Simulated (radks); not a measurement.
The numbers below are computed, except where a source is named.
How relativity changes the ionisation of neutral phosphorus ([Ne] 3s2 3p3) to P+ ([Ne] 3s2 3p2). Spin-unpolarised spherical Kohn-Sham, BLYP, point nucleus unless stated (finite: rms radius 3.1889 fm), a radial shooting solver on a logarithmic mesh with Libxc functionals. A level marked "c x" has the speed of light scaled by that factor and shares open shells by 2j + 1; other Dirac levels either fill j = l - 1/2 first or share by 2j + 1.

level                               E(P) (hartree)  E(P+) (hartree)  IE (eV)   HOMO  <r> HOMO (bohr)
non-rel.                                -341.22005       -340.86769    9.588     3p            2.384
scalar-rel.                             -342.07630       -341.72438    9.576     3p            2.384
scalar-rel., finite nucleus             -342.07603       -341.72411    9.576     3p            2.384
Dirac, 2j+1 shares                      -342.07691       -341.72499    9.576  3p3/2            2.388
Dirac, low j first                      -342.07892       -341.72828    9.542  3p3/2            2.389
Dirac, 2j+1 shares, finite nucleus      -342.07664       -341.72472    9.576  3p3/2            2.388
Dirac, c x 0.75                         -342.75045       -342.39886    9.567  3p3/2            2.391
Dirac, c x 3                            -341.31476       -340.96244    9.587  3p3/2            2.384
Dirac, c x 5                            -341.25413       -340.90179    9.588  3p3/2            2.384

NIST Atomic Spectra Database: 10.487 eV (measured). The relativistic part of the total energy of P is -0.8566 hartree (Dirac, 2j+1 shares, finite nucleus), 0.25 % of the non-relativistic value. Spin polarisation and multiplet splitting of open shells are left out at every level.

Beside tabulated values, note that spin-unpolarised runs miss the spin-polarisation part of the exchange energy of open shells.
